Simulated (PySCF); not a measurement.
Species: 3-propylpyridine, C8H11N.
SMILES with atom numbers: `[CH3:1][CH2:2][CH2:3][c:4]1[cH:5][cH:6][cH:7][n:8][cH:9]1` (hydrogens: H10, H11, H12 on C1; H13, H14 on C2; H15, H16 on C3; H17 on C5; H18 on C6; H19 on C7; H20 on C9)

Geometry (PBE0-D3(BJ)/def2-SVP, Å), atoms numbered from 1 in this order:
```
atom  x, y, z in Å
C1    -3.190   -0.275   -0.183
C2    -1.711   -0.175   -0.517
C3    -0.822   -0.067    0.724
C4     0.637    0.037    0.385
C5     1.254    1.263    0.126
C6     2.598    1.292   -0.234
C7     3.286    0.083   -0.327
N8     2.719   -1.095   -0.082
C9     1.436   -1.107    0.262
H10   -3.537    0.612    0.372
H11   -3.400   -1.157    0.443
H12   -3.804   -0.359   -1.092
H13   -1.396   -1.053   -1.106
H14   -1.527    0.699   -1.165
H15   -0.990   -0.946    1.368
H16   -1.128    0.813    1.315
H17    0.682    2.192    0.211
H18    3.108    2.236   -0.439
H19    4.345    0.069   -0.609
H20    0.996   -2.093    0.465
```

Method used: PySCF 2.14.0, density-fitted response routines, TDDFT PBE0/def2-SVPD, vertical, gas phase, core orbitals frozen in the response.

Transition dipole moments from the ground state, in atomic units and in the frame of the coordinates above (overall signs are arbitrary), for the states with f of 0.002 or more among the lowest 8:

```
state  E (eV)      μx      μy      μz
   S1   4.807  -0.052  -0.018  -0.177
   S3   5.459  -0.497  -0.370   0.131
   S4   6.213   0.710  -0.213  -0.058
   S5   7.013  -0.427   0.021   0.115
   S6   7.058  -0.117   0.200   0.015
   S7   7.193   0.902  -1.041  -0.092
   S8   7.234  -1.580  -0.756   0.303
```

Question: What oscillator strength does each state have?

Answer: f = (2/3) ΔE |μ|² with ΔE in hartree (27.2114 eV).

```
state  |μ|² (au)  |μ| (D)      f
   S1      0.034     0.47  0.004
   S3      0.401     1.61  0.054
   S4      0.553     1.89  0.084
   S5      0.196     1.13  0.034
   S6      0.054     0.59  0.009
   S7      1.907     3.51  0.336
   S8      3.160     4.52  0.560
```

Question: What angle do the transition dipoles of S5 and S7 make?

Answer: |cos θ| = |μa·μb| / (|μa| |μb|) = 0.68, so θ ≈ 47° (taken between 0 and 90°, since the signs are arbitrary).

Question: What peak molar absorption coefficient would the strongest computed level give as a lone Gaussian band 0.5 eV wide at half height?

Answer: ε(max) = 2.175×10⁸ f / FWHM, with the width in cm⁻¹. S8: 2.175×10⁸ × 0.5601 / 4033 ≈ 30000 L mol⁻¹ cm⁻¹.

The vertical ionisation energy (ΔSCF) is 9.12 eV, 1.89 eV above S8.

Time: 4.8 min. Hardware: one thread of an x86-64 server (shared host).

One conformer stands for the species.
